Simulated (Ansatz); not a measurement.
C2H8S2Sn (`C[S][SnH2][S]C`). Charge 0, multiplicity 1. Correlated methods include outer-core shells of Sn, which these sets cover unevenly. Sn: def2 effective core potential.

Z-matrix (Å, degrees):
```
C
S 1 1.818
H 1 1.090 2 111.6
H 1 1.090 2 111.7 3 -123.3
H 1 1.090 2 106.4 3 118.3
Sn 2 2.399 1 100.1 3 54.4
S 6 2.394 2 109.2 1 97.6
H 6 1.712 2 105.1 1 -21.4
H 6 1.702 2 110.8 1 -144.7
C 7 1.816 6 99.2 2 -43.9
H 10 1.091 7 110.8 6 54.4
H 10 1.091 7 111.6 6 -68.9
H 10 1.090 7 106.6 6 172.6
```

Problem. Give the diagnostics of a CCSD(T)/def2-TZVPP run (frozen core, Ansatz). (An estimate is asked.)

Solution. Computed: T1 = 0.0119, largest single amplitude 0.017, largest double 0.024, (T) share of the correlation energy 3.9 %, 9 CCSD cycles. The RHF solution is stable towards an unrestricted one. T1 lies under the customary mark of 0.02 for closed shells.
